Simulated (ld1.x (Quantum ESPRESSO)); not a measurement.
The numbers below are computed, except where a source is named.
# Hardness and transferability of assorted potentials

Generated with ld1.x 7.5 (TM, RRKJ, ultrasoft, PAW), atompaw 4.2 or ONCVPSP 4.0.1. The cutoff is in Ry: for ld1.x and atompaw files where the sum of valence levels is converged to 10 mRy in a Bessel basis, for ONCV files where the hardest occupied wave has 1 mHa per electron of residual kinetic energy. The error is the largest all-electron minus pseudo excitation energy over each file’s own four to seven test configurations (ionisations up to +4, promotions, holes and added fractions of an electron), all of which were solved. The labels leave out finer settings (local radius, basis sizes, second energies), which also bear on the numbers. Spin-polarised tests are not counted. The rows are a selection from randomly drawn settings: files with unsolved tests, undetermined cutoffs or missed reference levels are left out.

A true bound ghost makes a file unfit for plane-wave use even where its test errors are small: the radial tests pick states by their node count and pass the ghost by.

```csv
element,potential,cutoff (Ry),largest error (meV),bound ghosts
B,"RRKJ, LDA (PZ), scalar-relativistic, rc 1.25/3.35 (sp), local s, core correction no, reference 2s1.5 2p0",21,+938,none
B,"PAW, LDA (PZ), scalar-relativistic, rc 1.10/2.00/2.05 (spd), local smoothed, core correction yes, reference 2s2 2p1",25,-6.9,none
Ne,"RRKJ, BLYP, scalar-relativistic, rc 0.70/0.85 (sp), local s, core correction yes, reference 2s2 2p6",200,+496,none
Ge,"TM semilocal, BLYP, scalar-relativistic, rc 1.90/1.80 (sp), local s, core correction no, reference 4s2 4p2",25,+359,none
Sn,"TM, PBE, scalar-relativistic, rc 2.15/2.65 (sp), local p, core correction yes, reference 5s1.5 5p2.5",18,-255,none
Sn,"TM, PW91, scalar-relativistic, rc 1.65/2.50 (sp), local p, core correction no, reference 5s2 5p2",30,+154,none
Os,"TM, LDA (PZ), scalar-relativistic, rc 1.64/1.12/1.42 (spd), local s, core correction no, reference 5s2 5p6 5d6 6s0 6p0",120,+6109,none
```

Question: Fill in the row for V: ultrasoft, PBE, fully relativistic, rc 2.70/2.20/1.65 (spd), local smoothed, core correction no, reference 3p6 3d3 4s2 4p0.

Answer: cutoff 40 Ry, largest error -121 meV, bound ghosts: s.
